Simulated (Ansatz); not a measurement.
Relaxation of BH$_{5}$O$_{3}$ (9 atoms, charge 0, multiplicity 1), to a largest force component of 0.03 eV/Å in at most 50 steps.

The calculation used Ansatz 0.2.0, RHF/def2-mTZVP.

```xyz
9
Properties=species:S:1:pos:R:3
B 0.004 0.388 -0.361
O -0.026 0.063 2.237
H -0.957 -0.053 2.363
O 1.178 -0.157 -0.754
H 1.153 -1.040 -1.089
O -1.219 -0.154 -0.592
H -1.241 -1.010 -0.991
H 0.037 1.468 0.131
H 0.072 0.979 1.937
```

Problem. Where does it end, and by what steps?

Solution. The forces met the threshold. The force dipped under the threshold on the way, but the program's further checks kept it going. After 47 steps the energy has fallen by 0.437 eV; H8 moved furthest, 2.64 Å.

```json
{"step": "0", "energy less start (eV)": "0.0000", "largest force component (eV/Å)": "1.259", "accepted": "yes"}
{"step": "2", "energy less start (eV)": "-0.1569", "largest force component (eV/Å)": "0.220", "accepted": "yes"}
{"step": "4", "energy less start (eV)": "-0.1688", "largest force component (eV/Å)": "0.196", "accepted": "yes"}
{"step": "6", "energy less start (eV)": "-0.1865", "largest force component (eV/Å)": "0.265", "accepted": "yes"}
{"step": "8", "energy less start (eV)": "-0.1925", "largest force component (eV/Å)": "0.124", "accepted": "yes"}
{"step": "10", "energy less start (eV)": "-0.2011", "largest force component (eV/Å)": "0.221", "accepted": "yes"}
{"step": "12", "energy less start (eV)": "-0.2067", "largest force component (eV/Å)": "0.116", "accepted": "yes"}
{"step": "14", "energy less start (eV)": "-0.2143", "largest force component (eV/Å)": "0.385", "accepted": "yes"}
{"step": "16", "energy less start (eV)": "-0.2325", "largest force component (eV/Å)": "0.100", "accepted": "yes"}
{"step": "18", "energy less start (eV)": "-0.2314", "largest force component (eV/Å)": "0.913", "accepted": "no"}
{"step": "20", "energy less start (eV)": "-0.2489", "largest force component (eV/Å)": "0.213", "accepted": "yes"}
{"step": "22", "energy less start (eV)": "-0.2496", "largest force component (eV/Å)": "0.487", "accepted": "no"}
{"step": "24", "energy less start (eV)": "-0.2572", "largest force component (eV/Å)": "0.100", "accepted": "yes"}
{"step": "26", "energy less start (eV)": "-0.2583", "largest force component (eV/Å)": "0.133", "accepted": "yes"}
{"step": "28", "energy less start (eV)": "-0.2614", "largest force component (eV/Å)": "0.378", "accepted": "yes"}
{"step": "30", "energy less start (eV)": "-0.2750", "largest force component (eV/Å)": "0.127", "accepted": "yes"}
{"step": "32", "energy less start (eV)": "-0.2472", "largest force component (eV/Å)": "1.629", "accepted": "no"}
{"step": "34", "energy less start (eV)": "-0.2974", "largest force component (eV/Å)": "0.168", "accepted": "yes"}
{"step": "36", "energy less start (eV)": "-0.3141", "largest force component (eV/Å)": "0.575", "accepted": "yes"}
{"step": "38", "energy less start (eV)": "-0.3587", "largest force component (eV/Å)": "0.036", "accepted": "yes"}
{"step": "40", "energy less start (eV)": "-0.3695", "largest force component (eV/Å)": "0.091", "accepted": "yes"}
{"step": "42", "energy less start (eV)": "-0.3845", "largest force component (eV/Å)": "0.666", "accepted": "yes"}
{"step": "44", "energy less start (eV)": "-0.4265", "largest force component (eV/Å)": "0.029", "accepted": "yes"}
{"step": "46", "energy less start (eV)": "-0.4286", "largest force component (eV/Å)": "0.542", "accepted": "yes"}
{"step": "47", "energy less start (eV)": "-0.4369", "largest force component (eV/Å)": "0.017", "accepted": "yes"}
```

```xyz
9
Properties=species:S:1:pos:R:3
B -0.009 0.449 -1.286
O -0.231 -0.377 2.116
H 0.177 0.132 2.802
O 0.902 -0.453 -0.847
H 0.823 -0.692 0.066
O -0.973 0.983 -0.501
H -0.969 0.680 0.397
H 0.044 0.788 -2.421
H -0.762 -1.027 2.553
```

Whether the end is a true minimum wasn't checked by a vibrational analysis.

Run time: 57 s on 1 thread of Intel(R) Xeon(R) 6975P-C (Granite Rapids), on a shared host, peak memory 0.2 GiB.
